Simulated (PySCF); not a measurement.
LiSn⁺ at UHF-CCSD

Computed with UHF-CCSD; Li def2-SVPD, Sn def2-SVPD with ECP28; scalar-relativistic core potentials (PySCF 2.14).

```json
{"state": "³Π (triplet), unpaired electrons σ ↑, π ↑", "bond length": "0.3086 nm", "harmonic wavenumber": "202 cm⁻¹", "force constant": "0.159 mdyn/Å", "rotational constant Be": "0.2671 cm⁻¹", "anharmonicity ωexe": "1.46 cm⁻¹", "vibration–rotation constant αe": "0.00381 cm⁻¹", "well depth De to Li⁺ + Sn": "0.73 eV", "dissociation energy D0": "0.72 eV"}
```

Correlated steps freeze 4 core orbitals. Correlated levels converge slowly with the basis: in double zeta they bind strong bonds too weakly, by up to about 1 eV, and carry superposition errors of some tenths. These are scalar-relativistic numbers at best; spin–orbit coupling would shift them, the dissociation energy most. For an ion De counts to the pair picked by the measured ionisation energies or electron affinities, which need not be the lowest pair at this level. The state was picked by a PBE0 search and need not be the measured ground state.
